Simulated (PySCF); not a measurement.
Ce: excitation energy

Ce [Xe] 4f1 5d1 6s2 (high-spin determinant) → Ce [Xe] 4f1 5d3 (high-spin determinant), as a difference of total energies. Calculation: PySCF 2.14, in cc-pVDZ-X2C (8s7p5d3f1g, 84 functions); the spin-free X2C one-electron Hamiltonian (Gaussian nucleus). Correlated levels: valence: [Kr] 4d10 frozen; valence and next inner shell: [Ar] 3d10 frozen. The calculations carry no spin-orbit coupling.

```csv
method,excitation energy (eV)
UHF,1.180
LDA,1.243
PBE,0.988
PBE0,0.970
MP2 (valence),1.724
SCS-MP2 (valence),1.955
MP2 (valence and next inner shell),1.813
SCS-MP2 (valence and next inner shell),2.018
```

Question: How much does correlation contribute at MP2 (valence and next inner shell)?

Answer: 1.813 − (1.180) = 0.633 eV, measured against UHF.

The determinant of the upper state and of the lower state mixes LS terms, which raises its energy above the lowest term, most at the Hartree-Fock and MP2 levels.
